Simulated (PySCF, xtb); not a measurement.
Ta(S)(OH)(NH2)2 (H₅N₂OSTa), SMILES [NH2][Ta]([NH2])([OH])=[S], multiplicity 1. The values are those of a single conformer.

Harmonic wavenumbers (cm⁻¹) from GFN2-xTB run with xtb at its own minimum, in rising order: 93, 115, 122, 123, 154, 177, 209, 294, 376, 438, 456, 460, 476, 485, 522, 562, 572, 1534, 1536, 3380, 3382, 3404, 3405, 3660.

Task: What does PySCF with PBE0-D3(BJ)/def2-SVP give at its own minimum? (An estimate is asked for; the answer gives what the named calculation found.)

Result: 111, 144, 151, 185, 197, 219, 282, 321, 450, 450, 490, 517, 554, 602, 673, 687, 718, 1503, 1506, 3578, 3581, 3679, 3679, 3956. Paired by order, the mean absolute difference is 101 cm⁻¹ and the zero-point energies are 37.1 and 40.4 kcal/mol.
